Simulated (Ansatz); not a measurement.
## Nudged elastic band run: B2F3GeH3

Input file:

```yaml
crystal:
  periodic: [false, false, false]
  atoms:
    - { symbol: F, position_ang: [2.162951, -1.226404, -1.32732] }
    - { symbol: B, position_ang: [1.642213, -0.784222, -0.192112] }
    - { symbol: Ge, position_ang: [-0.42199, -0.525609, 9.2e-05] }
    - { symbol: F, position_ang: [-1.228184, -1.168922, -1.447393] }
    - { symbol: B, position_ang: [-1.042696, 1.444578, 0.312026] }
    - { symbol: F, position_ang: [-1.793624, 2.064517, -0.586404] }
    - { symbol: H, position_ang: [2.410333, -0.518186, 0.721199] }
    - { symbol: H, position_ang: [-0.925428, -1.402588, 1.193129] }
    - { symbol: H, position_ang: [-0.714875, 2.070635, 1.309783] }
basis:
  gaussian: { orbitals: def2-SVP }
hamiltonian:
  xc: pbe
neb:
  order_check: false
  images: 4
  f_tol: 0.03
  max_iterations: 60
  initial_path: idpp
  climbing: false
  final_atoms:
    - { symbol: F, position_ang: [2.15666625, -1.21363046, -1.33969681] }
    - { symbol: B, position_ang: [1.64627431, -0.78230171, -0.1954959] }
    - { symbol: Ge, position_ang: [-0.41443534, -0.52952958, 0.02274513] }
    - { symbol: F, position_ang: [-1.23811036, -1.18018822, -1.41208263] }
    - { symbol: B, position_ang: [-1.08046231, 1.44109844, 0.24398472] }
    - { symbol: F, position_ang: [-0.66100443, 2.15367327, 1.2844527] }
    - { symbol: H, position_ang: [2.42282683, -0.51495847, 0.71044143] }
    - { symbol: H, position_ang: [-0.91227576, -1.3996823, 1.22320508] }
    - { symbol: H, position_ang: [-1.83077918, 1.97931804, -0.55455372] }
```

Command:

```bash
$ ansatz run input.yaml --threads 2 --pin off --max-ram 3072MiB --backend cpu --events-out ev --progress --plain --runs-dir out
```

Output, in part (warnings, iteration lines, the closing report on the highest movable image, with atoms numbered from 0):

```
NEB end point (image 0): max|allowed force component| = 3.044e-3 eV/Å (the criterion of neb.relax_end_points is 1.000e-2)
NEB end point (image 5): max|allowed force component| = 9.214e-3 eV/Å (the criterion of neb.relax_end_points is 1.000e-2)
NEB iter   1: max|band force component| = 1.000e0 eV/Å  barrier→ = 0.1787 eV  barrier← = 0.1773 eV  Δτ_max = 0.1432 Å  (161 SCF iters)
NEB iter   2: max|band force component| = 3.116e-1 eV/Å  barrier→ = 0.1039 eV  barrier← = 0.1025 eV  Δτ_max = 0.1389 Å  (120 SCF iters)
NEB iter   3: max|band force component| = 4.476e-1 eV/Å  barrier→ = 0.0883 eV  barrier← = 0.0870 eV  Δτ_max = 0.0707 Å  (117 SCF iters)
NEB iter   4: max|band force component| = 1.043e-1 eV/Å  barrier→ = 0.0845 eV  barrier← = 0.0831 eV  Δτ_max = 0.0366 Å  (114 SCF iters)
NEB iter   5: max|band force component| = 6.438e-2 eV/Å  barrier→ = 0.0817 eV  barrier← = 0.0803 eV  Δτ_max = 0.0219 Å  (112 SCF iters)
NEB iter   6: max|band force component| = 6.958e-2 eV/Å  barrier→ = 0.0811 eV  barrier← = 0.0797 eV  Δτ_max = 0.0110 Å  (113 SCF iters)
NEB iter   7: max|band force component| = 4.639e-2 eV/Å  barrier→ = 0.0806 eV  barrier← = 0.0792 eV  Δτ_max = 0.0110 Å  (110 SCF iters)
NEB iter   8: max|band force component| = 1.772e-2 eV/Å  barrier→ = 0.0803 eV  barrier← = 0.0789 eV  Δτ_max = 0.0000 Å  (227 SCF iters)
Total energy: -66039.71598973 eV, -2426.9147992952 hartree
Atom 0 at     1.902890    -1.243744    -1.660716 Å, force    -0.003262     0.007596    -0.000176 eV/Å
Atom 1 at     1.633309    -0.731681    -0.467767 Å, force     0.001672     0.002418     0.005305 eV/Å
Atom 2 at    -0.339556    -0.549421     0.190464 Å, force    -0.009025    -0.015509    -0.011156 eV/Å
Atom 3 at    -1.420467    -1.276656    -1.028085 Å, force     0.009257     0.003213     0.005931 eV/Å
Atom 4 at    -1.092443     1.411257     0.418481 Å, force     0.004854    -0.007239     0.000055 eV/Å
Atom 5 at    -0.835660     2.297941    -0.534750 Å, force    -0.006348     0.003492    -0.010084 eV/Å
Atom 6 at     2.579390    -0.358087     0.212484 Å, force    -0.001097    -0.002206     0.002255 eV/Å
Atom 7 at    -0.568529    -1.382338     1.490410 Å, force    -0.002939     0.000975    -0.000293 eV/Å
Atom 8 at    -1.770235     1.786526     1.362477 Å, force     0.006887     0.007261     0.008162 eV/Å
Dipole moment:     0.236981     0.240727     0.367149 e Å
```

The run converged. No image climbed, so the highest image needn't sit at the top of the path.

Final band (atoms are numbered from 1 in the order of the input):

```json
{"image": "0", "path coordinate (Å)": "0.00", "energy (eV)": "0.000", "dihedral B2–Ge3–B5–H9 (°)": "-63"}
{"image": "1", "path coordinate (Å)": "0.89", "energy (eV)": "0.036", "dihedral B2–Ge3–B5–H9 (°)": "-99"}
{"image": "2", "path coordinate (Å)": "1.77", "energy (eV)": "0.080", "dihedral B2–Ge3–B5–H9 (°)": "-137"}
{"image": "3", "path coordinate (Å)": "2.66", "energy (eV)": "0.063", "dihedral B2–Ge3–B5–H9 (°)": "-173"}
{"image": "4", "path coordinate (Å)": "3.55", "energy (eV)": "0.021", "dihedral B2–Ge3–B5–H9 (°)": "154"}
{"image": "5", "path coordinate (Å)": "4.44", "energy (eV)": "0.001", "dihedral B2–Ge3–B5–H9 (°)": "118"}
```

The run took 36 s on 2 threads of Intel(R) Xeon(R) 6975P-C (Granite Rapids) (shared host), peak memory 0.17 GiB.
